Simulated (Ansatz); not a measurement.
Calculated with Ansatz (gas phase, PBE0-D4/def2-TZVP geometries, no zero-point term in ΔE). CCSD(T)/CBS is the MP2 limit (def2-TZVPP, def2-QZVPP) plus CCSD(T) − MP2 in def2-TZVPP, frozen cores. This one scheme is used for every species. DFT in def2-TZVPP. One conformer a species, not always the lowest.

`OB[Si](F)(F)Cl` + `[AlH2][SiH3]` → `OB[SiH2][AlH2]` + `F[SiH](F)Cl`  (formal exchange of groups at a B–Si bond)

`OB[Si](F)(F)Cl`:

Cartesian coordinates in Å:
```
O -0.413 1.679 -0.666
B -0.583 0.665 0.199
Si 0.671 -0.910 0.070
F 1.218 -1.329 1.500
F 1.947 -0.652 -0.834
Cl -0.312 -2.523 -0.702
H -1.056 2.388 -0.573
H -1.472 0.681 1.006
```

`[AlH2][SiH3]`:

Z-matrix (Å, degrees):
```
Si
Al 1 2.457
H 1 1.490 2 113.4
H 1 1.492 2 110.7 3 -121.0
H 1 1.492 2 110.6 3 120.9
H 2 1.589 1 121.5 3 0.3
H 2 1.589 1 119.5 3 -179.7
```

`OB[SiH2][AlH2]`:

Cartesian coordinates in Å:
```
O -2.156 -0.772 0.611
B -1.389 0.326 0.425
Si 0.063 0.295 -0.979
Al 2.158 -0.359 0.116
H -2.798 -0.677 1.320
H -1.548 1.285 1.138
H 0.241 1.674 -1.527
H -0.255 -0.622 -2.112
H 2.865 0.634 1.137
H 2.818 -1.785 -0.129
```

`F[SiH](F)Cl`:

Z-matrix (Å, degrees):
```
Si
F 1 1.577
Cl 1 2.018 2 109.0
F 1 1.577 2 107.6 3 118.1
H 1 1.465 2 109.8 3 -122.4
```

| level | ΔE (kcal/mol) |
| --- | --- |
| PBE | -1.9 |
| MP2/def2-SVP | -1.4 |

Task: What does CCSD(T)/CBS give? (Estimate.)

Result: Computed: -2.0 kcal/mol. The listed levels differ from it by 0.1, 0.6 kcal/mol.

Largest T1 diagnostic among the species: 0.015.

Leaving LDA and LC-ωPBE aside and taking each functional with its dispersion term where it has one, the values, not all of them listed here, spread over 1.9 kcal/mol, from r2SCAN-D4 to CAM-B3LYP-D4. At CCSD(T), def2-SVP lies +1.0 kcal/mol from the extrapolated value and def2-TZVPP +0.1 kcal/mol. In def2-TZVPP, CCSD(T) changes the Hartree–Fock value by −1.4 kcal/mol (the triples alone add −0.3 kcal/mol) and MP2 by −1.9 kcal/mol.
